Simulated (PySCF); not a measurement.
Computed IR spectrum (relative IR intensity) of a molecule CH6O3Si2. Coordinates come from a PBE-D3(BJ)/def2-SVP optimisation. The values are those of a single conformer. Level of theory: PBE-D3(BJ)/def2-SVP (PySCF). Frequencies are harmonic and unscaled.

Lines under 2 % of the strongest are left out, and lines within 2 cm⁻¹ are merged.

```json
[
 {"ν (cm⁻¹)": "198", "relative intensity": "6.3"},
 {"ν (cm⁻¹)": "402", "relative intensity": "6.8"},
 {"ν (cm⁻¹)": "466", "relative intensity": "7.3"},
 {"ν (cm⁻¹)": "471", "relative intensity": "42"},
 {"ν (cm⁻¹)": "682", "relative intensity": "20"},
 {"ν (cm⁻¹)": "722", "relative intensity": "41"},
 {"ν (cm⁻¹)": "780", "relative intensity": "17"},
 {"ν (cm⁻¹)": "843", "relative intensity": "42"},
 {"ν (cm⁻¹)": "873", "relative intensity": "4.4"},
 {"ν (cm⁻¹)": "941", "relative intensity": "7.6"},
 {"ν (cm⁻¹)": "949", "relative intensity": "45"},
 {"ν (cm⁻¹)": "986", "relative intensity": "100"},
 {"ν (cm⁻¹)": "1012", "relative intensity": "25"},
 {"ν (cm⁻¹)": "1603", "relative intensity": "18"},
 {"ν (cm⁻¹)": "2159", "relative intensity": "3.7"},
 {"ν (cm⁻¹)": "2164", "relative intensity": "85"},
 {"ν (cm⁻¹)": "3558", "relative intensity": "37"},
 {"ν (cm⁻¹)": "3567", "relative intensity": "20"}
]
```

### Question
Which molecule gave these data?
A) O=C[SiH2]O[SiH2]O
B) O=C(O[SiH3])O[SiH3]
C) O=CO[SiH2][SiH2]O
D) O=C([SiH2]O)[SiH2]O

### Answer
D, O=C([SiH2]O)[SiH2]O
